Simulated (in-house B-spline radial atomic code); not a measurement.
## RPA correlation on LDA exchange-only: Eu

Configuration [Xe] 4f7 6s2, highest spin, mean-field start LDA exchange-only. Computed with an all-electron radial atomic-structure program (B-spline basis): all electrons, scalar-relativistic (spin-free one-electron X2C), finite nucleus, each spin shell either full or empty, empty states to l = 9 with an (l + 1/2)⁻⁴ tail; G0W0 by contour deformation at full frequency.

Without the two-electron picture change, the correlation of inner shells comes somewhat too large for so heavy an element.

The highest G0W0 level has too low a weight to be given.

Command:
```bash
python run_gw.py task.json out
```
Settings (radii: box in bohr, nucleus in fm):
```
Z                        63
electrons                63
configuration            [Xe] 4f7 6s2
hamiltonian              x2c
method                   lda,
lmax                     9
rms_radius               5.1115
spin_polarised           True
box_radius               40
intervals                72
ion_configuration        [Xe] 4f7 6s1
```

Cost of the run: 16 s on 1 thread of Arm Neoverse V1 (shared host).

Energies (hartree):

```
                                     term         value
                         mean-field total  -10829.31474
Hartree-Fock functional on these orbitals  -10839.58101
                      direct second order       -6.4902
                    second-order exchange         1.723
                         SOSEX correction        1.5437
```

Problem. What is the RPA correlation energy, and what remains with SOSEX?

Solution. RPA gives -5.3878 hartree (-2.33 eV per electron); RPA + SOSEX gives -3.8441, and the second-order doubles -4.7673 hartree (no singles). RPA lacks exchange-type terms and so overcorrelates at short range.

Problem. What does it cost to remove one electron (to [Xe] 4f7 6s1) by differences of total energies, each species on its own start (correlation terms add to the Hartree-Fock functional)?

Solution. LDA exchange-only 4.746 eV, Hartree-Fock functional 4.591 eV, + RPA 6.053 eV, + RPA + SOSEX 5.768 eV, + second order 7.069 eV. Tabulated: 5.670 eV (NIST, measured); the calculation leaves out spin-orbit coupling, Breit and QED terms, and what these don't explain is the method's own error.
